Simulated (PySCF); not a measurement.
All of these have the formula C4H9ClSSi. Computed with PySCF 2.14.0, density-fitted response routines, TDDFT B3LYP/def2-SVPD, vertical, gas phase, core orbitals frozen in the response. Geometries: GFN2-xTB; one conformer of each isolated species. Triplets are in the Tamm–Dancoff approximation.

A. `[C@@H]1(C[Si@@H](Cl)SC1)C`
B. `C=CSCC[SiH2]Cl`
C. `CS[Si]1(Cl)CCC1`

Lowest singlet levels (six at most, fewer where fewer were computed) with oscillator strengths:

1. 241 nm (f 0.007); 202 nm (f 0.037); 198 nm (f 0.010); 194 nm (f 0.002); 189 nm (f 0.007); 188 nm (f 0.097); T1 4.85 eV
2. 229 nm (f 0.001); 209 nm (f 0.023); 200 nm (f 0.028); 196 nm (f 0.010); 184 nm (f 0.023); 181 nm (f 0.002); T1 5.01 eV
3. 240 nm (f 0.002); 231 nm (f 0.018); 220 nm (f 0.239); 216 nm (f 0.025); 202 nm (f 0.014); 195 nm (f 0.015); T1 3.94 eV

Question: Which spectrum belongs to which structure?

Answer: 1 = C, 2 = A, 3 = B.
- A: S1 at 5.40 eV, HOMO→LUMO (94%); Löwdin shares by element: HOMO sulfur 70%, carbon 10% or more, silicon 7%; LUMO sulfur 27%, silicon 17%, carbon 10% or more, chlorine 7% (atoms not listed hold the other 40%); HOMO -6.70 and LUMO -0.28 eV.
- B: S1 at 5.17 eV, HOMO→LUMO+2 (90%); Löwdin shares by element: HOMO sulfur 47%, carbon 43% or more; LUMO carbon 51% or more, sulfur 11%, silicon 8% (atoms not listed hold the other 30%); HOMO -6.14 and LUMO -0.17 eV.
- C: S1 at 5.15 eV, HOMO→LUMO (97%); Löwdin shares by element: HOMO sulfur 66%, carbon 16% or more, silicon 8%; LUMO sulfur 32%, silicon 18%, chlorine 18%, carbon 11% or more (atoms not listed hold the other 20%); HOMO -6.72 and LUMO -0.44 eV.
B and C have S1 within 0.03 eV of each other; their strongest listed levels stand at 5.64 eV (f 0.239) and 6.60 eV (f 0.097).
